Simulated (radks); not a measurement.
Problem. Species: Sn3+. Configuration: [Kr] 4d10 5s1 (the NIST ground configuration). All-electron calculation, scalar-relativistic Kohn-Sham, PBE, spin-polarised, spherical densities, point nucleus; open shells are filled with parallel spins first (spin-orbit coupling, left out, can overturn this in heavy ions). Program: a radial shooting solver on a logarithmic mesh with Libxc functionals. Some entries of the table are withheld. Estimate them.

orbital,occ.,eigenvalue (eV),r(max) (bohr),<r> (bohr)
1s up,1,-29044.25,0.01877,0.02905
1s down,1,-29044.20,0.01877,0.02905
2s up,1,-4409.782,0.1061,0.1255
2s down,1,-4409.764,0.1061,0.1255
2p up,3,-3961.651,0.08494,0.1096
2p down,3,-3961.629,0.08494,0.1096
3s up,1,-874.8892,0.3075,0.3393
3s down,1,-874.8487,0.3075,0.3393
3p up,3,-728.4511,0.3009,0.3377
3p down,3,-728.4100,0.3009,0.3377
3d up,5,-503.0526,0.2511,0.3146
3d down,5,-503.0172,0.2511,0.3146
4s up,1,-163.4698,0.7455,0.8185
4s down,1,-163.3754,0.7456,0.8181
4p up,3,(1),0.7884,0.8853
4p down,3,(2),0.7884,0.8841
4d up,5,-55.1995,0.8860,1.084
4d down,5,-54.8883,0.8849,1.077
5s up,1,(3),(4),2.118
5s down,0,(5),(6),2.112

Solution. 
(1) 4p up eigenvalue (eV): -119.2324
(2) 4p down eigenvalue (eV): -119.1041
(3) 5s up eigenvalue (eV): -36.4936
(4) 5s up r(max) (bohr): 1.895
(5) 5s down eigenvalue (eV): -35.3370
(6) 5s down r(max) (bohr): 1.892
